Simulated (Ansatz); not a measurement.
Ansatz (a first-principles code) input:

Ansatz 0.2 input:
```yaml
crystal:
  periodic: [false, false, false]
  atoms:
    - {symbol: C, position_ang: [-1.86022533, 0.13235046, -0.03896385]}
    - {symbol: C, position_ang: [-1.18939711, -1.23621675, 0.08106605]}
    - {symbol: C, position_ang: [0.20747853, -1.11715735, 0.69852570]}
    - {symbol: C, position_ang: [1.03061504, -0.07649461, 0.01370482]}
    - {symbol: C, position_ang: [0.39570747, 1.24846777, -0.25252696]}
    - {symbol: C, position_ang: [-1.00362491, 1.09853250, -0.85757358]}
    - {symbol: N, position_ang: [2.39361630, -0.05723220, 0.33137802]}
    - {symbol: H, position_ang: [-2.01582851, 0.54776923, 0.96354220]}
    - {symbol: H, position_ang: [-2.84919193, 0.02874722, -0.49239676]}
    - {symbol: H, position_ang: [-1.80462092, -1.90982034, 0.68251932]}
    - {symbol: H, position_ang: [-1.10562049, -1.68228394, -0.91482477]}
    - {symbol: H, position_ang: [0.71788278, -2.08617342, 0.66970373]}
    - {symbol: H, position_ang: [0.10038923, -0.86583896, 1.77021986]}
    - {symbol: H, position_ang: [0.31424116, 1.82181091, 0.68970354]}
    - {symbol: H, position_ang: [1.03102980, 1.84939795, -0.91251469]}
    - {symbol: H, position_ang: [-0.91453132, 0.71928795, -1.88032912]}
    - {symbol: H, position_ang: [-1.48745301, 2.07628480, -0.92001520]}
    - {symbol: H, position_ang: [2.94888315, 0.57330655, -0.23030121]}
    - {symbol: H, position_ang: [2.82618385, -0.96875465, 0.38965392]}
basis:
  gaussian:
    orbitals: def2-TZVP
hamiltonian:
  xc: b3lyp
  dispersion: d3bj
magnetization: {spin_polarized: true, initial_magnetization: 1}
phonons: {temperatures: {t_min: 298.15, t_max: 298.15, t_step: 100}}
```

Which total energy does the run end on?

-290.71826 Eh (B3LYP-D3(BJ)/def2-TZVP). The basis has 289 functions.

It need not be the lowest isomer of its formula.
